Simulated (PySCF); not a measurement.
C3H9BO2Si.
SMILES: `C=C(C[SiH3])B(O)O`

Computed with PySCF, TDDFT wB97X-D/def2-SVPD, vertical, gas phase, core orbitals frozen in the response. The structure is a single PBE0-D3(BJ)/def2-SVP conformer in the gas phase; no vibrational or solvent corrections. Torsions of this conformer, `[CH2:1]=[C:2]([CH2:3][SiH3:4])[B:5]([OH:6])[OH:7]`: C1–C2–C3–Si4 112°, C1–C2–B5–O6 18°, H–O6–B5–C2 4°, H–O7–B5–C2 178°.

```csv
state,E (eV),λ (nm),f,"main configurations (H = HOMO, L = LUMO)"
S1,6.20,200.0,0.280,H→L (96%)
S2,6.79,182.7,0.0006,"H-1→L (59%), H-3→L (28%)"
S3,6.82,181.9,0.0074,"H→L+1 (78%), H→L+2 (10%)"
S4,7.76,159.9,0.026,"H-4→L (41%), H→L+3 (12%), H-2→L (11%)"
S5,7.80,158.9,0.0092,"H→L+3 (48%), H→L+4 (13%), H-4→L (12%)"
S6,7.98,155.4,0.017,"H→L+2 (39%), H→L+5 (25%), H→L+4 (16%)"
S7,8.15,152.1,0.037,"H→L+5 (40%), H→L+2 (20%)"
S8,8.17,151.7,0.018,"H-2→L (52%), H-3→L (26%)"
S9,8.25,150.3,0.010,"H-5→L (36%), H-4→L (22%)"
S10,8.30,149.5,0.139,"H→L+4 (24%), H→L+6 (21%), H→L+7 (10%)"
```

Triplets (Tamm–Dancoff): T1 3.94 eV, H→L (89%); T2 6.21 eV, H-1→L (56%), H-3→L (31%); T3 6.78 eV, H→L+1 (78%), H→L+2 (12%); T4 7.34 eV, H-4→L (71%).

The lowest singlet comes at 200 nm (598 kJ/mol) in the ultraviolet; it is strong; its leading configuration is HOMO→LUMO (96%). The lowest level is also the most intense of those listed (f = 0.280). Löwdin shares by element: HOMO carbon 73%, silicon 8% (atoms not listed hold the other 18%); LUMO carbon 56% or more, boron 13%, oxygen 6% or more (atoms not listed hold the other 25%). Orbital energies (eV): HOMO-3 -11.34, HOMO-2 -11.09, HOMO-1 -10.73, HOMO -9.17, LUMO 1.04, LUMO+1 1.46, LUMO+2 2.40. Of the 10 states listed, 7 reach f = 0.01 and none stays under 0.0005. The listed states span 2.10 eV, and the widest gap between neighbours is 0.94 eV (S3 to S4). The vertical ionisation energy (ΔSCF) is 9.30 eV, 1.01 eV above S10. Singlets were solved by full linear response, triplets in the Tamm–Dancoff approximation.
